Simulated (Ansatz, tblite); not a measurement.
Removing and adding an electron: the cluster B₅P₅. The state is a singlet with charge 0. Geometry: r2SCAN-D4/def2-SVP. Ansatz, gas phase; energy differences of separate SCF runs; the oxidised species was run as a doublet alone; the reduced species was run as a doublet alone.

```xyz
10

B     0.5896    1.5009   -0.3380
B    -0.7587   -1.1796    0.4493
B    -0.7230    0.5209    1.5695
B     0.3522   -1.4913   -0.6965
B     0.8610    0.0172   -1.5072
P     1.5797   -1.6816   -1.9274
P     0.7427    1.7233   -2.1201
P    -2.3125   -0.2408    0.7938
P    -0.7520   -1.1487    2.3813
P     0.4208    1.9796    1.3954
```

The xTB rows come from tblite. Another isomer (singlet) lies 0.47 eV lower at PBE0-D4/def2-TZVP.

| level | −HOMO (eV) | vertical IE (eV) | −LUMO (eV) | vertical EA (eV) | HOMO–LUMO gap (eV) | IE − EA (eV) | remarks |
| --- | --- | --- | --- | --- | --- | --- | --- |
| GFN1-xTB | 9.72 | 12.42 | 8.79 | 6.05 | 0.93 | 6.36 | – |
| GFN2-xTB | 9.59 | 11.43 | 8.69 | 6.90 | 0.89 | 4.54 | – |
| PBE-D4/def2-TZVP | 5.72 | 7.87 | 4.77 | 2.76 | 0.95 | 5.10 | – |
| r2SCAN-D4/def2-TZVP | 5.89 | 7.93 | 4.84 | 2.90 | 1.05 | 5.03 | restricted SCF unstable in HF (singlet) |
| PBE0-D4/def2-TZVP | 6.51 | 7.97 | 4.30 | 2.96 | 2.21 | 5.00 | restricted SCF unstable in HF (singlet) |

   Raw xTB energy differences between charge states are shifted by several eV; the methods need an empirical correction for them. Sets without diffuse functions give affinities that are too small.
